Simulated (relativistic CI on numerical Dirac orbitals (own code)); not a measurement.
## Level scheme of Os⁶⁰⁺

Computed by Dirac-Coulomb-Breit CI, separate exchange-only KLI orbitals for each configuration, a model potential for QED, unscaled Slater integrals (own radial code, finite nucleus).

Configurations in the expansion (outside the closed core [Ne]): 3s2 3p4, 3s2 3p3 3d, 3s 3p5, 3p6, 3s 3p4 3d, 3s 3p3 3d2, 3p5 3d, 3s2 3p2 3d 4p, 3s 3p3 3d 4s, 3p5 4s, 3s2 3p3 4s, 3p5 4p, 3s2 3p2 3d2, 3s2 3p 3d3, 3s 3p2 3d3, 3s2 3p 3d2 4s, 3p4 3d2, 3p3 3d3, 3p3 3d2 4s, 3s2 3p2 3d 4s, 3s 3p2 3d2 4s, 3s2 3p 3d 4s2. Double excitations out of closed p, d and f shells are left out; levels of such configurations are missing from the list, as are those of other unlisted configurations, and high levels can miss mixing partners.

The lowest level is 3s2 3p4 3P_2, with 68 % of that term; Hund's rules for 3s2 3p4 give 3P with J = 2, in agreement.

| No. | Configuration | Term | J | E (eV) | % | Lifetime (s) | jj configuration (%) |
| --- | --- | --- | --- | --- | --- | --- | --- |
| 1 | 3s2 3p4 | 3P | 2 | 0.000 | 68 |  | 3p3/2^2 (99) |
| 2 | 3s2 3p4 | 1S | 0 | 20.683 | 64 | 6.31e-02 | 3p3/2^2 (99) |
| 3 | 3p3(2P°) 3d | 3D° | 2 | 242.928 | 32 | 1.03e-10 | 3p3/2 3d3/2 (99) |
| 4 | 3p3(2P°) 3d | 3D° | 1 | 251.892 | 33 | 4.64e-11 | 3p3/2 3d3/2 (99) |
| 5 | 3p3(2P°) 3d | 3P° | 0 | 252.143 | 62 | 1.31e-01 | 3p3/2 3d3/2 (99) |
| 6 | 3p3(2P°) 3d | 3F° | 3 | 252.467 | 28 | 5.10e-10 | 3p3/2 3d3/2 (98) |
| 7 | 3p3(2P°) 3d | 3F° | 4 | 338.037 | 50 | 2.62e-07 | 3p3/2 3d5/2 (99) |
| 8 | 3p3(2D°) 3d | 3D° | 2 | 345.223 | 34 | 5.90e-12 | 3p3/2 3d5/2 (98) |
| 9 | 3p3(2P°) 3d | 3D° | 3 | 365.118 | 43 | 1.69e-12 | 3p3/2 3d5/2 (97) |
| 10 | 3p3(4S°) 3d | 3D° | 1 | 377.022 | 35 | 2.66e-12 | 3p3/2 3d5/2 (98) |
| 11 | 3s2 3p4 | 3P | 1 | 395.210 | 99 | 1.43e-09 | 3p1/2 3p3/2^3 (99) |
| 12 | 3s2 3p4 | 1D | 2 | 405.214 | 68 | 1.96e-09 | 3p1/2 3p3/2^3 (99) |
| 13 | 3p2(1S) 3d2(3F) | 3F | 2 | 496.825 | 40 | 3.17e-11 | 3p1/2^2 3d3/2^2 (99) |
| 14 | 3p2(3P) 3d2(1S) | 3P | 0 | 523.065 | 58 | 2.28e-11 | 3p1/2^2 3d3/2^2 (98) |
| 15 | 3s 3p5 | 3P° | 2 | 587.104 | 85 | 9.43e-13 | 3s 3p3/2^3 (85) |
| 16 | 3p2(1S) 3d2(3F) | 3F | 3 | 596.889 | 32 | 3.38e-12 | 3p1/2^2 3d3/2 3d5/2 (98) |
| 17 | 3s 3p5 | 1P° | 1 | 608.408 | 36 | 8.50e-13 | 3s 3p3/2^3 (58) |
| 18 | 3p2(1S) 3d2(3P) | 3P | 2 | 608.531 | 23 | 2.95e-12 | 3p1/2^2 3d3/2 3d5/2 (98) |
| 19 | 3p2(1S) 3d2(3P) | 3P | 1 | 613.653 | 37 | 2.77e-12 | 3p1/2^2 3d3/2 3d5/2 (98) |
| 20 | 3p2(1S) 3d2(1G) | 1G | 4 | 614.090 | 24 | 2.62e-12 | 3p1/2^2 3d3/2 3d5/2 (98) |
| 21 | 3p3(2D°) 3d | 3F° | 2 | 628.030 | 44 | 1.01e-10 | 3p1/2 3p3/2^2 3d3/2 (98) |
| 22 | 3p3(4S°) 3d | 5D° | 0 | 629.514 | 53 | 6.44e-11 | 3p1/2 3p3/2^2 3d3/2 (98) |
| 23 | 3p3(2D°) 3d | 3D° | 1 | 631.127 | 45 | 2.12e-12 | 3p1/2 3p3/2^2 3d3/2 (86) |
| 24 | 3p3(2D°) 3d | 3G° | 3 | 636.509 | 34 | 1.70e-11 | 3p1/2 3p3/2^2 3d3/2 (98) |
| 25 | 3p3(2D°) 3d | 3G° | 4 | 645.014 | 50 | 9.71e-09 | 3p1/2 3p3/2^2 3d3/2 (99) |
| 26 | 3p3(2P°) 3d | 3F° | 2 | 658.957 | 66 | 3.24e-12 | 3p1/2 3p3/2^2 3d3/2 (97) |
| 27 | 3p3(2D°) 3d | 3D° | 3 | 673.769 | 39 | 2.79e-13 | 3p1/2 3p3/2^2 3d3/2 (97) |
| 28 | 3p3(2D°) 3d | 3D° | 2 | 681.563 | 30 | 1.93e-13 | 3p1/2 3p3/2^2 3d3/2 (89) |
| 29 | 3p3(2D°) 3d | 3S° | 1 | 687.745 | 36 | 1.70e-13 | 3p1/2 3p3/2^2 3d3/2 (85) |
| 30 | 3p3(2P°) 3d | 3D° | 1 | 700.990 | 38 | 1.55e-13 | 3p1/2 3p3/2^2 3d3/2 (84) |

Energies count from the lowest computed level; ° marks odd parity; lifetimes are radiative, by E1, M1, E2, M2, E3 decay to levels of this space only. Percentages are summed over parent terms; the parents shown are those of the largest component, closed shells are left out there. Filled j subshells are mostly left out of the jj labels.

The mean weight of the leading LS term, summed over parents, in these 30 levels is 46 %, and that of the leading jj configuration (from the same eigenvectors) 95 %, so jj coupling describes them better and the LS labels are nominal.

At this charge energies of transitions that change n are usually good to better than 1 %, and those within a shell (Δn = 0) to a few per cent.

LS names give the leading component of a level, which can be under half, so a name can repeat, a term be missing and a line seem to break the LS rules.
